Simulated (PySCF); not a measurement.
Species: C5H4F3O2 (doublet state).
Geometry (GFN2-xTB, Å), atoms numbered from 1 in this order:
```
atom  x, y, z in Å
C1     3.1412   -0.0952   -0.1635
C2     1.7209    0.1067   -0.0700
C3     0.5973   -0.3247    0.4397
C4    -0.6772    0.3340    0.1781
O5    -0.9203    1.2904   -0.4833
O6    -1.6941   -0.3669    0.8730
C7    -2.9526    0.0642    0.7624
F8    -3.4197    0.0311   -0.4861
F9    -3.1365    1.3043    1.2160
F10   -3.7332   -0.7337    1.4893
H11    3.6602    0.7977    0.1872
H12    3.4194   -0.2563   -1.2056
H13    3.4821   -0.9546    0.4278
H14    0.5118   -1.1974    1.0927
```

The hyperfine couplings belong to this conformer and change with its torsions.

As a line formula: `FC(F)(OC(/C=[C]/C)=O)F` [radical].

Level of theory: UKS B3LYP, pcH-1 on C F H O, non-relativistic, mean-field spin-orbit, GIAO in PySCF. Geometry: GFN2-xTB, one conformer, isolated molecule. The geometry wasn't refined by DFT: couplings that depend on bond lengths, twists or pyramidal angles can differ widely from those at the functional's own minimum. Stability of the SCF solution: not tested.

(1) Match the computed a_iso(13C) values +255.1, +69.0, -20.5, +3.8 MHz with the sites C1; C2; C3; C4.

(2) Match the computed a_iso(1H) values +164.9, +75.3 MHz (means over equivalent nuclei) with the sites H11/H12/H13; H14.

## Answers

(1) 
```
site  a_iso (MHz)  ρ(0) (bohr⁻³)                 position  distance from C2 (Å)  spin population  largest |T| (MHz)
  C1         +3.8        +0.0034           1 bond from C2                  1.44            -0.06                7.8
  C2       +255.1        +0.2270  largest spin population                  0.00            +1.01              152.2
  C3        -20.5        -0.0182           1 bond from C2                  1.31            -0.16               17.4
  C4        +69.0        +0.0614          2 bonds from C2                  2.42            +0.04                6.4
```

(2) 
| site | a_iso (MHz) | ρ(0) (bohr⁻³) | position | distance from C2 (Å) | bound to | spin population there | largest \|T\| (MHz) |
| --- | --- | --- | --- | --- | --- | --- | --- |
| H11/H12/H13 | +75.3 | +0.0169 | 2 bonds from C2 | 2.09 | C1 | -0.06 | 10.6 |
| H14 | +164.9 | +0.0369 | 2 bonds from C2, on C3 of spin population -0.16 | 2.12 | C3 | -0.16 | 6.9 |

ρ(0) is the spin density at the nucleus and T the dipolar tensor; entries for several nuclei are means. The largest Mulliken spin populations are on C2 (+1.01), C3 (-0.16), H14 (+0.09) and H13 (+0.08). No atom but C2 exceeds +0.15.

β density exceeds α density at some nuclei, such as C3 (-0.0182) and O5 (-0.0011), spin density in bohr⁻³. In a single determinant that takes different orbitals for the two spins, that is spin polarisation.

Class means assume fast exchange of nuclei equivalent by connectivity; if that motion is slow, each nucleus keeps its own coupling. The three 1H nuclei of mean +75.3 MHz run from 32.1 to 158.7 MHz in the frozen geometry.

Time: 1.8 min wall (with the writing of density and orbital grids); peak memory 0.96 GiB. Hardware: one thread, Arm Neoverse V1 (aarch64), no GPU, shared host.
